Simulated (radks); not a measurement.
All-electron atom: neutral mercury in [Hg]. All-electron calculation, Dirac Kohn-Sham, PBE, spin-unpolarised, spherical densities, finite nucleus; Fermi nuclear charge, rms radius 5.4648 fm. Program: a radial shooting solver on a logarithmic mesh with Libxc functionals. Some entries of the table are withheld. Estimate them.

orbital  occ.  eigenvalue (hartree)  <1/r> (bohr^-1)  <r^2> (bohr^2)
1s1/2       2             -3050.048            97.50       0.0003810
2s1/2       2             -540.1587            24.02        0.005741
2p1/2       2                   (1)            23.98        0.004054
2p3/2       4                   (2)            19.41        0.005240
3s1/2       2                   (3)              (4)         0.03725
3p1/2       2             -118.3373            8.729         0.03392
3p3/2       4             -102.4843            7.537         0.04031
3d3/2       4             -86.14753            7.435         0.03086
3d5/2       6             -82.75045            7.166         0.03260
4s1/2       2             -28.17722            3.734          0.1800
4p1/2       2             -23.95473            3.625          0.1833
4p3/2       4             -20.12707            3.212          0.2154
4d3/2       4             -13.21161            3.011          0.2264
4d5/2       6             -12.49791            2.916          0.2377
5s1/2       2              -4.32895            1.523          0.9142
4f5/2       6              -3.60001            2.553          0.2773
4f7/2       8              -3.44593            2.516          0.2851
5p1/2       2              -2.93545            1.397           1.068
5p3/2       4              -2.26435            1.244           1.294
5d3/2       4                   (5)              (6)           2.538
5d5/2       6                   (7)              (8)           2.807
6s1/2       2              -0.25076           0.4746           8.392

Answer. 
(1) 2p1/2 eigenvalue (hartree): -518.4191
(2) 2p3/2 eigenvalue (hartree): -446.8474
(3) 3s1/2 eigenvalue (hartree): -128.1682
(4) 3s1/2 <1/r> (bohr^-1): 8.814
(5) 5d3/2 eigenvalue (hartree): -0.40427
(6) 5d3/2 <1/r> (bohr^-1): 0.9108
(7) 5d5/2 eigenvalue (hartree): -0.33683
(8) 5d5/2 <1/r> (bohr^-1): 0.8689
